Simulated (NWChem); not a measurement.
Molecule: BH3O; SMILES BO

```xyz
5

B      0.0082     0.7093     0.0000
H      1.0519     1.3188     0.0000
H     -1.0706     1.2672     0.0000
O      0.0929    -0.6329     0.0000
H     -0.7656    -1.0692     0.0000
```
Atoms are numbered in this order, from 1.

Geometry: optimised at PBE0/def2-SVP. B3LYP is NWChem's, with the RPA form of VWN correlation.

Symmetry labels are those of Cs in the frame above (b1 and b2, or b-type labels, depend on it). States above −ε(HOMO) = 8.7 eV lie in this functional's continuum and hang on the basis.

### Question
List the 4 lowest vertical singlet excitations from B3LYP/def2-SVPD, TDA (NWChem).

### Answer
```
state  energy (eV)  oscillator strength  symmetry  leading excitation (squared amplitude)
-----  -----------  -------------------  --------  --------------------------------------
S1            6.41                0.000        a"                      HOMO → LUMO (1.00)
S2            7.55                0.005        a'                    HOMO → LUMO+1 (0.99)
S3            8.93                0.080        a'                    HOMO → LUMO+2 (0.97)
S4            8.98                0.010        a"                    HOMO−2 → LUMO (0.90)
```
